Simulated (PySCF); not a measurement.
F3Ga. Atoms are numbered in the order given.

```xyz
4

Ga     0.0000     0.0000     0.0000
F     -1.7274     0.0000     0.0000
F      0.8637     1.4959     0.0000
F      0.8637    -1.4959     0.0000
```

Geometry: PBE0-D3(BJ)/def2-SVP. The isomer is the one that the SMILES or the coordinates give; other isomers of the formula were not compared.

The numbers are results of PBE/def2-TZVPD (PySCF), not measurements.

Computed frontier levels, gap, dipole moment and polarisability:
```json
{
  "highest_occupied_level": "-9.75 eV",
  "lowest_empty_level": "-3.54 eV",
  "orbital_gap": "6.22 eV",
  "dipole_moment": "0.00 D",
  "quadrupole, principal values (traceless, Buckingham form, about the centre of nuclear charge)": "-4.50, -4.50, 9.01 D·Å",
  "mean_static_polarisability": "27.2 bohr³ (4.02 Å³)",
  "polarisability_principal_values": "22.2, 29.6, 29.6 bohr³"
}
```
